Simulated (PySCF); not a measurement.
## Electronic absorption of C8H14O

Species: C8H14O.
SMILES with atom numbers: `[CH3:1][C:2](=[O:3])[CH:4]1[CH2:5][CH2:6][CH2:7][CH2:8][CH2:9]1` (hydrogens: H10, H11, H12 on C1; H13 on C4; H14, H15 on C5; H16, H17 on C6; H18, H19 on C7; H20, H21 on C8; H22, H23 on C9)

Level of theory: TDDFT B3LYP/def2-SVPD, vertical, gas phase, core orbitals frozen in the response in PySCF 2.14.0, density-fitted response routines. The structure is a single PBE0-D3(BJ)/def2-SVP conformer in the gas phase; no vibrational or solvent corrections.

| state | E (eV) | λ (nm) | f | \|μ\| (D) | main configurations (H = HOMO, L = LUMO) |
| --- | --- | --- | --- | --- | --- |
| S1 | 4.34 | 285.7 | 0.0001 | 0.06 | H→L (97%) |
| S2 | 6.29 | 197.1 | 0.011 | 0.67 | H→L+1 (96%) |
| S3 | 6.65 | 186.3 | 0.0024 | 0.31 | H-1→L (82%), H-2→L (16%) |
| S4 | 6.79 | 182.7 | 0.019 | 0.87 | H-2→L (82%), H-1→L (16%) |
| S5 | 6.93 | 179.0 | 0.035 | 1.16 | H→L+2 (86%), H→L+3 (11%) |
| S6 | 7.12 | 174.2 | 0.0016 | 0.25 | H→L+3 (69%), H-3→L (16%), H→L+2 (10%) |
| S7 | 7.17 | 173.0 | 0.0009 | 0.18 | H-3→L (78%), H→L+3 (16%) |
| S8 | 7.29 | 170.1 | 0.017 | 0.78 | H→L+4 (92%) |
| S9 | 7.72 | 160.5 | 0.0021 | 0.27 | H-4→L (94%) |
| S10 | 7.76 | 159.8 | 0.0074 | 0.50 | H→L+5 (91%) |

Triplets, Tamm–Dancoff:

| state | E (eV) | λ (nm) | main configurations (H = HOMO, L = LUMO) |
| --- | --- | --- | --- |
| T1 | 3.80 | 326.7 | H→L (96%) |
| T2 | 5.93 | 209.2 | H-5→L (55%), H-3→L (11%), H-2→L (10%) |
| T3 | 6.22 | 199.4 | H→L+1 (94%) |
| T4 | 6.59 | 188.0 | H-1→L (70%), H-2→L (27%) |

The lowest singlet comes at 286 nm (419 kJ/mol) in the ultraviolet; it is dark (f under 0.0005); its leading configuration is HOMO→LUMO (97%). The strongest level in the table is S5 at 6.93 eV (179 nm, f = 0.035). S1 has the pattern of n→π* at C=O. Of the 10 states listed, 4 reach f = 0.01 and 1 stays under 0.0005. Weighted by f, the mean energy of these states is 6.97 eV. Orbital energies (eV): HOMO-3 -8.79, HOMO-2 -8.42, HOMO-1 -8.37, HOMO -6.89, LUMO -0.77, LUMO+1 0.23, LUMO+2 0.77. No computed singlet lies in the visible range (380 to 750 nm); the lowest, at 286 nm, stands 1.08 eV above its violet end (3.26 eV). All these states lie below the vertical ionisation energy of 9.11 eV (ΔSCF). The window holds the lowest 10 singlets.
